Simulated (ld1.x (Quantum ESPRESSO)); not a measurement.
**Before and after: PAW potential for palladium (Pd)**

ld1.x (Quantum ESPRESSO) 7.5 input, shortened:

```
&input
   title='Pd', zed=46., rel=1, dft='PBE', iswitch=3,
   config='[Kr] 4d9 5s1 5p0'
 /
 &inputp
   pseudotype=3, lpaw=.true., tm=.true., lloc=-1, rcloc=1.20,
   nlcc=.true., rcore=1.05,
   which_augfun='PSQ', rmatch_augfun=0.85
 /
6
4S  1  0   2.00   0.00  1.25  1.35  0.0
5S  2  0   1.00   0.00  1.25  1.35  0.0
4P  2  1   6.00   0.00  1.55  2.15  0.0
5P  3  1   0.00   0.00  1.55  2.15  0.0
4D  3  2   9.00   0.00  1.00  1.05  0.0
4D  3  2   0.00  -0.10  1.00  1.05  0.0
 &test
   configts(1)='4s2 4p6 4d9 5s1 5p0'
 /
```

Change: wave 4d channel at -0.1 Ry: rcut 1.00, rcutus 1.05 bohr becomes 4d channel at 2.67 Ry: rcut 1.00, rcutus 1.05 bohr.

Cutoffs: the cutoffs (Ry, on a coarse ladder) from which the occupation-weighted sum of valence levels, in a spherical-Bessel basis at the reference potential, stays within 10 and 1 mRy of its value at 400 Ry; they do not see the model core or the augmentation charge, which bear on the density cutoff. Errors are all-electron minus pseudo energies relative to the spin-unpolarised reference configuration.

Question: What does the change do?

Answer: The potential gets neither clearly harder nor softer (90 Ry and 180 Ry → 90 Ry and 180 Ry); of the 7 tests that both files solve, the error grows in 4 and shrinks in 0 by more than 15 % and 0.3 meV (median size 1.6 → 1.8 meV); neither file shows a bound ghost.

| quantity | base | changed |
| --- | --- | --- |
| cutoff, loose | 90 Ry | 90 Ry |
| cutoff, tight | 180 Ry | 180 Ry |
| bound ghosts | none | none |
| error for 4s2 4p6 4d10 5s0 5p0, meV [ΔE -1.50 eV] | -1.5 | -1.8 |
| error for 4s2 4p6 4d9 5s0 5p0, meV [ΔE 7.61 eV] | -1.6 | -1.6 |
| error for 4s2 4p6 4d8 5s0 5p0, meV [ΔE 28.43 eV] | -2.1 | -2.8 |
| error for 4s2 4p6 4d9 5s0 5p1, meV [ΔE 3.74 eV] | -0.7 | -0.7 |
| error for 4s2 4p6 4d8 5s1 5p0, meV [ΔE 12.14 eV] | +0.4 | -0.2 |
| error for 4s2 4p6 4d7 5s0 5p0, meV [ΔE 62.79 eV] | -5.9 | -9.2 |
| error for 4s2 4p6 4d6 5s0 5p0, meV [ΔE 112.14 eV] | -20 | -29 |
| s: phases at 2.35 bohr within 0.05 rad from the reference energy up to (Ry; the scan ends near 5) | to the end of the scan | to the end of the scan |
| p: phases at 2.35 bohr within 0.05 rad from the reference energy up to (Ry; the scan ends near 5) | 4.1 | 4.1 |
| d: phases at 2.35 bohr within 0.05 rad from the reference energy up to (Ry; the scan ends near 5) | to the end of the scan | to the end of the scan |
| lowest overlap eigenvalue by channel | s 0.21, p 0.71, d 0.92 | s 0.21, p 0.71, d 0.92 |
